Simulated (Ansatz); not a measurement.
Program: Ansatz. Geometries: PBE0-D4/def2-TZVP. ΔE: electronic, gas phase. CCSD(T)/CBS adds triple-zeta CCSD(T) − MP2 to the extrapolated MP2 energy (def2 sets, frozen cores). Functionals use def2-TZVPP. B3LYP here is the variant with VWN-RPA as its local correlation; programs differ in this. For Ge outer-core shells are correlated without core-valence functions, which leaves a few kJ/mol of doubt a bond. Scalar relativity is left out up to krypton. One conformer a species, not always the lowest.

Consider the ligand exchange at a B–C bond: `BCBN` + `[OH][GeH3]` → `B[O][GeH3]` + `CBN`.

```csv
level,ΔE (eV)
r2SCAN0-D4,-1.34
B3LYP,-1.42
CCSD(T)/def2-SVP,-1.53
MP2/def2-TZVPP,-1.37
```

What does CCSD(T)/CBS give? (Best estimate.)

Computed: -1.35 eV. The listed levels differ from it by 0.01, -0.07, -0.18, -0.02 eV.

Largest T1 diagnostic among the species: 0.013.

At CCSD(T), def2-SVP lies −0.18 eV from the extrapolated value and def2-TZVPP −0.03 eV. Leaving LDA and LC-ωPBE aside and taking each functional with its dispersion term where it has one, the values, not all of them listed here, spread over 0.17 eV, from BHLYP-D4 to revPBE-D4. In def2-TZVPP, CCSD(T) changes the Hartree–Fock value by +0.10 eV (the triples alone add +0.01 eV) and MP2 by +0.11 eV.
